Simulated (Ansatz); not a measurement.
Reaction (formal exchange of groups at the Si–S bond): `CB[SiH2]SC` + `CCSC` → `CB[SiH2]CC` + `CSSC`

Gas-phase electronic energies from Ansatz, PBE0-D4/def2-TZVP geometries. CBS: MP2 limit from def2 TZ/QZ plus the TZ coupled-cluster correction, frozen cores. DFT in def2-TZVPP. B3LYP here is the variant with VWN-RPA as its local correlation; programs differ in this. One conformer a species, not always the lowest.

Is it downhill or uphill in electronic energy at CCSD(T)/CBS, and by how much? (An estimate is asked.)

The calculation gave: Uphill: ΔE = +44.9 kJ/mol.

What do these levels give: B2PLYP, r2SCAN, B3LYP, MP2/def2-TZVPP, CCSD/def2-TZVPP, SCS-MP2/def2-QZVPP? (Best estimate.)

Ansatz gave: B2PLYP 42.5, r2SCAN 40.6, B3LYP 38.8, MP2/def2-TZVPP 48.8, CCSD/def2-TZVPP 47.5, SCS-MP2/def2-QZVPP 47.5 kJ/mol.

Largest T1 diagnostic among the species: 0.011.

From PBE to PBE0 (25 % exact exchange), in def2-TZVPP and without D4, ΔE moves by +5.4 kJ/mol.
